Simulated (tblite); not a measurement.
Species: C2H8BNSi2.
Atom-mapped SMILES: `[BH:1]1[CH:2]=[CH:3][SiH2:4][SiH2:5][NH:6]1` (hydrogens: H7 on B1; H8 on C2; H9 on C3; H10, H11 on Si4; H12, H13 on Si5; H14 on N6)

Computed with GFN2-xTB (tblite), gas phase: L-BFGS steps from a force-field or distance-geometry start until the largest atomic force falls under 0.01 eV/Å.

Step 63: E = -434.7779 eV
```
atom  x, y, z in Å  |  force x, y, z in eV/Å
B1     -0.0170   -1.6897    0.2662    0.001  -0.020   0.049
C2      1.3818   -0.9952    0.1888    0.015  -0.013   0.011
C3      1.6789    0.3087    0.1328    0.009  -0.006  -0.031
Si4     0.4074    1.6881    0.0069    0.000  -0.030  -0.028
Si5    -1.5852    0.6157   -0.3939   -0.026   0.045  -0.001
N6     -1.2383   -1.0486    0.0219    0.041   0.008   0.004
H7     -0.0435   -2.8304    0.5680   -0.023   0.007  -0.041
H8      2.2294   -1.6782    0.2232    0.002  -0.038   0.026
H9      2.7277    0.5976    0.1229   -0.014   0.015   0.013
H10     0.8493    2.5573   -1.0982   -0.019   0.034  -0.007
H11     0.4783    2.5205    1.2206   -0.020  -0.004   0.008
H12    -2.7632    0.9738    0.4168    0.029  -0.011   0.014
H13    -2.0540    0.6226   -1.7923   -0.016  -0.020  -0.004
H14    -2.0525   -1.6427    0.0940    0.021   0.033  -0.015
```

Step 64: E = -434.7795 eV
```
atom  x, y, z in Å  |  force x, y, z in eV/Å
B1     -0.0124   -1.6921    0.2626   -0.064  -0.022  -0.005
C2      1.3846   -0.9959    0.1941   -0.007  -0.025   0.047
C3      1.6784    0.3089    0.1390   -0.002  -0.018  -0.015
Si4     0.4075    1.6890   -0.0002    0.008  -0.035  -0.020
Si5    -1.5880    0.6157   -0.3851   -0.003   0.068  -0.007
N6     -1.2328   -1.0492    0.0187   -0.010   0.031   0.001
H7     -0.0467   -2.8372    0.5421    0.006  -0.008  -0.017
H8      2.2294   -1.6816    0.2406    0.026  -0.005   0.016
H9      2.7261    0.5979    0.1427    0.019   0.035   0.001
H10     0.8502    2.5470   -1.1137   -0.019   0.029  -0.011
H11     0.4792    2.5395    1.2020   -0.015  -0.023   0.002
H12    -2.7585    0.9729    0.4371    0.032  -0.017   0.010
H13    -2.0678    0.6259   -1.7799   -0.019  -0.019  -0.001
H14    -2.0499   -1.6412    0.0780    0.047   0.009  -0.001
```

Step 65: E = -434.7804 eV
```
atom  x, y, z in Å  |  force x, y, z in eV/Å
B1     -0.0104   -1.6957    0.2562   -0.073   0.021  -0.032
C2      1.3863   -0.9963    0.2029   -0.022  -0.036   0.058
C3      1.6792    0.3089    0.1470    0.000  -0.021  -0.001
Si4     0.4084    1.6888   -0.0081    0.022  -0.022  -0.018
Si5    -1.5908    0.6168   -0.3751    0.011   0.064  -0.010
N6     -1.2303   -1.0513    0.0124   -0.042   0.031  -0.007
H7     -0.0470   -2.8436    0.5179    0.015  -0.034  -0.004
H8      2.2304   -1.6826    0.2611    0.024   0.015   0.012
H9      2.7272    0.5977    0.1631    0.008   0.040  -0.005
H10     0.8503    2.5327   -1.1342   -0.022   0.016   0.002
H11     0.4783    2.5603    1.1810   -0.008  -0.046  -0.015
H12    -2.7510    0.9724    0.4632    0.035  -0.025   0.002
H13    -2.0837    0.6370   -1.7656   -0.021  -0.022   0.011
H14    -2.0476   -1.6457    0.0560    0.072   0.017   0.007
```

**Question.** Estimate the geometry and energy of step 66. (The exact step hangs on the optimiser's Hessian estimate; all steps are aligned on step 65, rigid shifts and turns removed.)

**Answer.** E = -434.7813 eV, largest force 0.073 eV/Å
```
atom  x, y, z in Å  |  force x, y, z in eV/Å
B1     -0.0098   -1.6986    0.2511   -0.049   0.005  -0.050
C2      1.3873   -0.9970    0.2137   -0.028  -0.024   0.058
C3      1.6801    0.3085    0.1536   -0.009  -0.029   0.016
Si4     0.4097    1.6884   -0.0165    0.035  -0.010  -0.009
Si5    -1.5929    0.6185   -0.3651    0.036   0.051  -0.014
N6     -1.2287   -1.0524    0.0084   -0.035   0.062  -0.014
H7     -0.0464   -2.8525    0.4898    0.016  -0.009   0.002
H8      2.2312   -1.6833    0.2825    0.016   0.028   0.012
H9      2.7280    0.5975    0.1794    0.000   0.041  -0.010
H10     0.8505    2.5214   -1.1517   -0.021   0.007   0.006
H11     0.4736    2.5790    1.1602    0.004  -0.067  -0.025
H12    -2.7415    0.9751    0.4870    0.022  -0.028   0.006
H13    -2.0973    0.6436   -1.7507   -0.031  -0.022   0.005
H14    -2.0444   -1.6486    0.0361    0.045  -0.005   0.016
```

The energy changes by -0.0009 eV. The first-order estimate −F·Δx gives -0.0013 eV and the mean of the old and new forces, exact on a quadratic surface, -0.0009 eV. The step makes an angle of 84° with the force vector and moves no atom by more than 0.030 Å.

What follows is the cost of the whole relaxation. The run took 0.88 s of wall time on one thread, Arm Neoverse N1 (aarch64), shared host with 64 logical CPUs at a one-minute load of 55.
